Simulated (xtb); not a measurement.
formaldehyde (CH2O), singlet, from a rough starting geometry; GFN2-xTB run with xtb 6.7.1.

Here is a job for xtb.
```
$ xtb mol.xyz --gfn 2 --opt vtight --json

# file mol.xyz
4

O     -0.06102319     0.00193616     1.22391823
C     -0.06739589    -0.00426238    -0.02062724
H      0.00251678     0.91018469    -0.63731231
H      0.04918036    -0.93949071    -0.55558595
```

What the program printed (banner, timings and long lists left out):

```
   ID    Z sym.   atoms
    1    8 O      1
    2    6 C      2
    3    1 H      3, 4

           -------------------------------------------------
          |                Calculation Setup                |
           -------------------------------------------------

           -------------------------------------------------
          |                 G F N 2 - x T B                 |
           -------------------------------------------------

          ...................................................
          :                      SETUP                      :
          :.................................................:
          :  # basis functions                  10          :
          :  # atomic orbitals                  10          :
          :  # shells                            6          :
          :  # electrons                        12          :
          :  max. iterations                   250          :
          :  Hamiltonian                  GFN2-xTB          :
          :  restarted?                      false          :
          :  GBSA solvation                  false          :
          :  PC potential                    false          :
          :  electronic temp.          300.0000000     K    :
          :  accuracy                    1.0000000          :
          :  -> integral cutoff          0.2500000E+02      :
          :  -> integral neglect         0.1000000E-07      :
          :  -> SCF convergence          0.1000000E-05 Eh   :
          :  -> wf. convergence          0.1000000E-03 e    :
          :  Broyden damping             0.4000000          :
          :  net charge                          0          :
          :  unpaired electrons                  0          :
          ...................................................

 iter      E             dE          RMSdq      gap      omega  full diag
   1     -7.1995995 -0.719960E+01  0.759E+00    3.95       0.0  T
   2     -7.2219362 -0.223367E-01  0.362E+00    3.02       1.0  T
   3     -7.2240234 -0.208714E-02  0.295E+00    3.52       1.0  T
   4     -7.2307480 -0.672468E-02  0.187E-01    3.22       1.0  T
   5     -7.2307755 -0.274365E-04  0.111E-01    3.27       1.0  T
   6     -7.2307807 -0.522122E-05  0.714E-02    3.24       1.0  T
   7     -7.2307975 -0.167982E-04  0.361E-03    3.25      13.8  T
   8     -7.2307975  0.267588E-07  0.365E-03    3.25      13.7  T
   9     -7.2307975 -0.342739E-07  0.672E-05    3.25     743.7  T
[...]
         :: total energy              -7.170587195922 Eh    ::
 * total energy  :    -7.1705872 Eh     change       -0.4509282E-11 Eh
 * total energy  :    -7.1408474 Eh     change        0.2973975E-01 Eh
 * total energy  :    -7.1701514 Eh     change       -0.2930397E-01 Eh
 * total energy  :    -7.1718584 Eh     change       -0.1706948E-02 Eh
 * total energy  :    -7.1755669 Eh     change       -0.3708521E-02 Eh
 * total energy  :    -7.1756444 Eh     change       -0.7755537E-04 Eh
 * total energy  :    -7.1756479 Eh     change       -0.3428787E-05 Eh
 * total energy  :    -7.1756481 Eh     change       -0.2211545E-06 Eh
 * total energy  :    -7.1756481 Eh     change       -0.1638721E-08 Eh
   *** GEOMETRY OPTIMIZATION CONVERGED AFTER 9 ITERATIONS ***
         :: total energy              -7.175648091794 Eh    ::
[...]
         7                         -0.2908325              -7.9140 (LUMO)
         8                          0.0841060               2.2886
         9                          0.2181377               5.9358
        10                          0.5821932              15.8423
      -------------------------------------------------------------
                  HL-Gap            0.1330392 Eh            3.6202 eV
             Fermi-level           -0.3573521 Eh           -9.7240 eV

     #   Z          covCN         q      C6AA      α(0)
     1   8 O        0.856    -0.268    19.212     5.877
     2   6 C        2.701     0.184    24.057     8.028
     3   1 H        0.923     0.042     2.420     2.433
     4   1 H        0.923     0.042     2.421     2.433

 Mol. C6AA /au·bohr⁶  :        152.548512
 Mol. C8AA /au·bohr⁸  :       3211.654043
 Mol. α(0) /au        :         18.770583

Wiberg/Mayer (AO) data.
largest (>0.10) Wiberg bond orders for each atom

 ---------------------------------------------------------------------------
     #   Z sym  total        # sym  WBO       # sym  WBO       # sym  WBO
 ---------------------------------------------------------------------------
     1   8 O    2.117 --     2 C    2.017
     2   6 C    3.903 --     1 O    2.017     3 H    0.943     4 H    0.943
     3   1 H    0.998 --     2 C    0.943
     4   1 H    0.998 --     2 C    0.943
 ---------------------------------------------------------------------------

Topologies differ in total number of bonds
Writing topology from bond orders to xtbtopo.mol

molecular dipole:
                 x           y           z       tot (Debye)
 q only:        0.034      -0.017      -0.698
   full:        0.044      -0.022      -0.917       2.335
molecular quadrupole (traceless):
                xx          xy          yy          xz          yz          zz
 q only:        0.494      -0.008       0.889       0.129      -0.039      -1.384
  q+dip:        0.316      -0.038       1.896       0.173      -0.080      -2.213
   full:        1.369       0.008       1.260       0.242      -0.073      -2.629

optimized geometry written to: xtbopt.xyz

           -------------------------------------------------
          | TOTAL ENERGY               -7.175648091794 Eh   |
          | GRADIENT NORM               0.000013846875 Eh/α |
          | HOMO-LUMO GAP               3.620181351038 eV   |
           -------------------------------------------------
```
